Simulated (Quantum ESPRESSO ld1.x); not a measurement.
The numbers below are computed, except where a source is named.
Q: The table gives one normalised radial function P(r) = r R(r) of Ga in [Ar] 3d10 4s2 4p1 (r in bohr). Level of theory: scalar-relativistic Kohn-Sham, PBEsol, spin-unpolarised, spherical densities, point nucleus (ld1.x of Quantum ESPRESSO 7.5).

r             P
0.004366  0.0000
0.005776  0.0001
0.007704  0.0002
0.01019   0.0004
0.01349   0.0008
0.01799   0.0018
0.0238    0.0040
0.03149   0.0085
0.042     0.0182
0.05558   0.0369
0.07354   0.0724
0.09808   0.1378
0.1298    0.2433
0.1731    0.4061
0.229     0.6134
0.303     0.8386
0.4041    1.0264
0.5347    1.0961
0.7075    1.0222
0.9437    0.8274
1.249     0.5882
1.652     0.3629
2.203     0.1861
2.915     0.0787
3.888     0.0243
5.145     0.0053
6.807     0.0007
9.079     0.0000
12.01     0.0000

Which n and l does it have? It may be an empty orbital.

A: n = 3, l = 2: the number of nodes gives n - l - 1 = 0, the rise at small r (about r^(l+1)) gives l, and the extent must fit the shell. The curve is that of 3d. 3d: eigenvalue -19.162 eV, 0 radial nodes, <r> = 0.811 bohr, 90 % of the charge inside 1.40 bohr.
